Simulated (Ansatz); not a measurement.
Species: CH3BI, charge 0, doublet. CH3BI (SMILES C[B]I, doublet).
B3LYP-D3(BJ)/def2-TZVP minimum from Ansatz (a quantum-chemistry and plane-wave program):
```
C
H 1 1.0915
H 1 1.0940 2 109.52
H 1 1.0988 2 106.95 3 115.53
B 1 1.5427 2 112.95 4 117.19
I 5 2.1165 1 127.22 2 159.59
```
Charge 0, spin multiplicity 2.

Wanted: atomisation energy (electronic, to ground-state atoms), in kJ/mol. UHF or UKS for unpaired electrons; spin-orbit terms are left out. Cores are frozen in correlated methods (noble-gas shells, and filled d and f shells in the p block). Past Kr the def2 sets carry scalar-relativistic core potentials. CBS(X,Y): correlation extrapolated as X^-3, Hartree-Fock from the larger set. A bracket is a step between two methods taken in the basis named. Where a partner has so few electrons that a lower coupled-cluster level is exact, that level stands in. Spin-orbit terms, left out, reach several kcal/mol for Br and I, and more for heavier atoms.

CCSD(T)/CBS(def2-TZVPP,def2-QZVPP) + [CCSDT(Q) - CCSD(T)]/def2-SVP (Ansatz) gives 1941.3 kJ/mol.

How far off this value is PBE/def2-TZVPD (Ansatz), in which direction, and how far these levels: r2SCAN/def2-TZVPD, PBE0/def2-TZVPD, wB97M-V/def2-TZVPD, B2PLYP/def2-TZVPD, CCSD(T)/CBS(def2-TZVPP,def2-QZVPP)?

PBE gives 2003.2 kJ/mol, 61.9 kJ/mol above it. Differences of the others: r2SCAN/def2-TZVPD (Ansatz) 48.4; PBE0/def2-TZVPD (Ansatz) 37.1; wB97M-V/def2-TZVPD (Ansatz) 2.7; B2PLYP/def2-TZVPD (Ansatz) -11.5; CCSD(T)/CBS(def2-TZVPP,def2-QZVPP) (Ansatz) -2.0 kJ/mol.
